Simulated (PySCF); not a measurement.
Geometry:
```tsv
atom	x (Å)	y (Å)	z (Å)
C1	2.707	1.980	-1.069
C2	2.532	0.915	-0.538
Si3	2.196	-0.725	0.266
O4	0.608	-0.926	0.536
C5	-0.466	-0.864	-0.352
C6	-1.780	-0.816	0.432
C7	-1.906	0.465	1.188
N8	-2.947	1.158	1.094
H9	2.870	2.911	-1.532
H10	2.730	-1.747	-0.643
H11	2.676	-0.780	1.638
H12	-0.457	-1.749	-1.000
H13	-0.378	0.025	-0.988
H14	-1.780	-1.642	1.148
H15	-2.628	-0.925	-0.243
H16	-1.028	0.718	1.797
H17	-2.958	2.015	1.641
```

One averaged value for each set of equivalent atoms, one computed conformer, gas phase, relativity neglected. NMR shieldings at PBE0/pcSseg-1/GIAO; GFN2-xTB structure; PySCF 2.14.0 with density-fitted response routines.

Shifts are taken against calculated references (same method and geometry level): ¹³C vs TMS.

Question: Do the ¹³C shifts follow the atomic charges (in e)? Tabulate both.

Answer: 
| atoms | hybridisation | δ (ppm) | σ para (ppm) | Hirshfeld | IAO | Mulliken | ESP-fitted |
| --- | --- | --- | --- | --- | --- | --- | --- |
| C7 | – | 176.5 | -242 | +0.05 | +0.05 | +0.01 | +0.40 |
| C1 | – | 104.0 | -178 | -0.08 | -0.18 | -0.17 | -0.31 |
| C2 | – | 87.4 | -163 | -0.16 | -0.36 | -0.21 | -0.21 |
| C5 | – | 65.0 | -125 | +0.01 | -0.04 | +0.05 | +0.18 |
| C6 | – | 47.2 | -109 | -0.08 | -0.28 | -0.20 | -0.21 |

Correlation coefficients of δ with charge over these carbons: Hirshfeld +0.50, IAO +0.63, Mulliken +0.37, ESP-fitted +0.60; with the paramagnetic shielding -0.99. With so few points these coefficients are fragile. Charge is one influence among several: hybridisation and low-lying excitations act through the paramagnetic term.

Shifts are as computed. Against solution values, carbons near 30 ppm lie about +3 ppm off and those near 130 ppm about +5 ppm. Of 1211 compounds with measured shifts, 218 miss one by over three times the rms of a fit or turn the order of signals round; such compounds aren't used in these exercises.
